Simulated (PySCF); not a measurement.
Input for PySCF: R-B3LYP/6-31G* on BH5O2Si (SMILES OB(O)[SiH3]), a point of a torsion scan.

```python
from pyscf import gto, scf, dft, mp
from pyscf.data.elements import chemcore

mol = gto.M(
    atom='''
    O    -1.46545836   -1.09447146   -0.14043202
    B    -0.69551400   -0.01092890    0.09156223
    O    -1.36192719    1.13289562    0.43161641
    Si    1.26231648   -0.19926349   -0.08532492
    H    -2.41010790   -0.95102108   -0.04253441
    H    -0.84654286    1.91834206    0.60268372
    H     1.82690802    0.69961623   -1.10960924
    H     1.73130799   -1.54452705   -0.42113803
    H     1.98071477    0.19154915    1.14270054
    ''',
    basis='6-31g*',
    cart=True,
    charge=0, spin=0, verbose=3, max_memory=1800)
mf = dft.RKS(mol, xc='b3lyp')
mf.conv_tol = 1e-8
mf.max_cycle = 100
mf.kernel()
if not mf.converged:
    mf = mf.newton().run(mf.mo_coeff, mf.mo_occ)
```

Output:

```
converged SCF energy = -467.879987461317
```

The calculation finished and met its thresholds.

Cost: around 8 core-seconds (rough).
